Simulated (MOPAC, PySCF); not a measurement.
CH$_{3}$Br$_{2}$Ga, SMILES `[Br][Ga]([CH3])[Br]`, neutral singlet in the gas phase. 

Z-matrix (Å, degrees):
```
Ga
C 1 1.9433
H 2 1.0897 1 110.80
H 2 1.0911 3 109.95 1 -121.64
H 2 1.0925 3 109.08 4 -118.37
Br 1 2.2725 2 123.41 3 13.50
Br 1 2.2736 2 122.26 3 -167.12
```
Charge 0, spin multiplicity 1.

All levels are single points at this geometry (ωB97X-D3(BJ)/def2-TZVP); Pople sets use spherical d functions. Orbital energies aren't observables, and empty levels follow the basis.

```
level                            HOMO (eV)  LUMO (eV)  gap (eV)  dipole (D)  vertical IE, Delta-SCF (eV)
-------------------------------  ---------  ---------  --------  ----------  ---------------------------
PBE-D3(BJ)/def2-TZVP in PySCF        -7.01      -2.12      4.89        2.45                            –
ωB97X-D3(BJ)/def2-TZVP in PySCF     -10.69       0.55     11.24        2.54                        10.74
B3LYP/6-31G* in PySCF                -7.92      -1.57      6.35        2.69                        10.15
B3LYP/LANL2DZ in PySCF               -8.09      -1.68      6.41        3.07                            –
M06-2X/6-31G* in PySCF               -9.49      -0.86      8.63        2.74                            –
HF/3-21G in PySCF                   -10.94       1.51     12.45        3.11                            –
HF/6-31G* in PySCF                  -11.16       1.46     12.62        2.80                        10.34
AM1 in MOPAC                        -10.73      -2.90      7.82        2.57                            –
PM6 in MOPAC                        -10.84      -1.39      9.45        2.32                            –
```
